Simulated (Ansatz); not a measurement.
Breaking the In1–H2 bond in H2IIn (SMILES [InH2][I]) (multiplicity 1 held, fragments rigid). Energies count from the point at 1.714 Å.
Geometry at that point (charge 0, multiplicity 1):
```xyz
4

In    -0.726    -1.136     0.200
H     -0.070    -2.174     1.394
H     -2.119    -1.247    -0.793
I      0.713     1.114    -0.196
```

Restricted levels (R-, RO-) in cc, def2 and unpolarised 6-31G sets keep to the state of the molecule at rest. Unrestricted levels (U-) break spin symmetry where that is lower. Active spaces are followed from a long bond inwards. Curves can end on different states.

Frozen-core correlation. Filled d and f shells under p-block atoms count as core.

Programs: Ansatz (a quantum-chemistry and plane-wave program) with Gaussian orbitals. Each number belongs to the level named beside it. In def2 rows elements past Kr take small-core potentials, without spin–orbit coupling.

Energies in eV.

```json
[
 {"R (Å)": "1.371", "U-r2SCAN/def2-TZVPP": "1.15", "R-SCS-MP2/def2-TZVPP": "1.34", "SC-NEVPT2 on CASSCF(2,2)/def2-TZVPP": "1.37", "FIC-MRCISD+Q on CASSCF(2,2)/def2-TZVPP": "1.37"},
 {"R (Å)": "1.543", "U-r2SCAN/def2-TZVPP": "0.21", "R-SCS-MP2/def2-TZVPP": "0.28", "SC-NEVPT2 on CASSCF(2,2)/def2-TZVPP": "0.30", "FIC-MRCISD+Q on CASSCF(2,2)/def2-TZVPP": "0.29"},
 {"R (Å)": "1.714", "U-r2SCAN/def2-TZVPP": "0.00", "R-SCS-MP2/def2-TZVPP": "0.00", "SC-NEVPT2 on CASSCF(2,2)/def2-TZVPP": "0.00", "FIC-MRCISD+Q on CASSCF(2,2)/def2-TZVPP": "0.00"},
 {"R (Å)": "1.885", "U-r2SCAN/def2-TZVPP": "0.16", "R-SCS-MP2/def2-TZVPP": "0.13", "SC-NEVPT2 on CASSCF(2,2)/def2-TZVPP": "0.10", "FIC-MRCISD+Q on CASSCF(2,2)/def2-TZVPP": "0.11"},
 {"R (Å)": "2.057", "U-r2SCAN/def2-TZVPP": "0.50", "R-SCS-MP2/def2-TZVPP": "0.47", "SC-NEVPT2 on CASSCF(2,2)/def2-TZVPP": "0.40", "FIC-MRCISD+Q on CASSCF(2,2)/def2-TZVPP": "0.42"},
 {"R (Å)": "2.314", "U-r2SCAN/def2-TZVPP": "1.13", "R-SCS-MP2/def2-TZVPP": "1.13", "SC-NEVPT2 on CASSCF(2,2)/def2-TZVPP": "0.98", "FIC-MRCISD+Q on CASSCF(2,2)/def2-TZVPP": "1.02"},
 {"R (Å)": "2.571", "U-r2SCAN/def2-TZVPP": "(withheld)", "R-SCS-MP2/def2-TZVPP": "1.81", "SC-NEVPT2 on CASSCF(2,2)/def2-TZVPP": "1.55", "FIC-MRCISD+Q on CASSCF(2,2)/def2-TZVPP": "1.61"},
 {"R (Å)": "2.999", "U-r2SCAN/def2-TZVPP": "2.41", "R-SCS-MP2/def2-TZVPP": "2.79", "SC-NEVPT2 on CASSCF(2,2)/def2-TZVPP": "2.27", "FIC-MRCISD+Q on CASSCF(2,2)/def2-TZVPP": "2.37"},
 {"R (Å)": "3.428", "U-r2SCAN/def2-TZVPP": "2.72", "R-SCS-MP2/def2-TZVPP": "3.51", "SC-NEVPT2 on CASSCF(2,2)/def2-TZVPP": "2.68", "FIC-MRCISD+Q on CASSCF(2,2)/def2-TZVPP": "2.80"},
 {"R (Å)": "3.942", "U-r2SCAN/def2-TZVPP": "2.88", "R-SCS-MP2/def2-TZVPP": "4.03", "SC-NEVPT2 on CASSCF(2,2)/def2-TZVPP": "2.88", "FIC-MRCISD+Q on CASSCF(2,2)/def2-TZVPP": "3.02"},
 {"R (Å)": "4.628", "U-r2SCAN/def2-TZVPP": "(withheld)", "R-SCS-MP2/def2-TZVPP": "4.23", "SC-NEVPT2 on CASSCF(2,2)/def2-TZVPP": "2.95", "FIC-MRCISD+Q on CASSCF(2,2)/def2-TZVPP": "3.09"},
 {"R (Å)": "5.485", "U-r2SCAN/def2-TZVPP": "2.96", "R-SCS-MP2/def2-TZVPP": "3.91", "SC-NEVPT2 on CASSCF(2,2)/def2-TZVPP": "2.96", "FIC-MRCISD+Q on CASSCF(2,2)/def2-TZVPP": "3.11"}
]
```

Problem. Complete the blanks.

Solution. 
- 2.571, U-r2SCAN/def2-TZVPP: 1.75
- 4.628, U-r2SCAN/def2-TZVPP: 2.94

Doubts at one or more of the structures used: a spin-contaminated determinant (U-r2SCAN/def2-TZVPP); a restricted determinant that unrestricted orbitals would lower (R-SCS-MP2/def2-TZVPP).
